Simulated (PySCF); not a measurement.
CHS, SMILES S[C] (connectivity only; charge and spin as stated), neutral, multiplicity 2. Atoms are numbered in the order given.

```xyz
3

S     -0.0960    -0.4070     0.0000
C      0.0549     1.2277     0.0000
H      1.2063    -0.8537     0.0000
```
Charge 0, spin multiplicity 2.

The structure is a stationary point at B3LYP-D3(BJ)/def2-TZVPD.

Method: TDA-PBE/def2-TZVPD (PySCF).

Vertical excitations. Isolated molecule, no solvent.

Computed UV-visible absorptions:
```json
[
 {"state": "root 1", "energy (eV)": "1.67", "λ (nm)": "741", "f": "0.000", "main pairs": "α HOMO→LUMO 99 %"},
 {"state": "root 2", "energy (eV)": "2.84", "λ (nm)": "436", "f": "0.000", "main pairs": "α HOMO−1→LUMO 45 %, β HOMO→LUMO+1 54 %"},
 {"state": "root 3", "energy (eV)": "3.28", "λ (nm)": "379", "f": "0.006", "main pairs": "β HOMO→LUMO 98 %"},
 {"state": "root 4", "energy (eV)": "4.25", "λ (nm)": "292", "f": "0.001", "main pairs": "α HOMO−2→LUMO 49 %, β HOMO−1→LUMO+1 47 %"},
 {"state": "root 5", "energy (eV)": "4.33", "λ (nm)": "287", "f": "0.011", "main pairs": "α HOMO→LUMO+1 93 %"},
 {"state": "root 6", "energy (eV)": "4.56", "λ (nm)": "272", "f": "0.009", "main pairs": "α HOMO−1→LUMO 52 %, β HOMO→LUMO+1 43 %"},
 {"state": "root 7", "energy (eV)": "4.86", "λ (nm)": "255", "f": "0.000", "main pairs": "β HOMO−1→LUMO 97 %"},
 {"state": "root 8", "energy (eV)": "5.04", "λ (nm)": "246", "f": "0.015", "main pairs": "α HOMO→LUMO+2 99 %"},
 {"state": "root 9", "energy (eV)": "6.01", "λ (nm)": "206", "f": "0.002", "main pairs": "α HOMO−1→LUMO+1 31 %, β HOMO→LUMO+2 62 %"},
 {"state": "root 10", "energy (eV)": "6.03", "λ (nm)": "206", "f": "0.020", "main pairs": "α HOMO→LUMO+3 94 %"}
]
```
Unrestricted roots are not spin-pure.
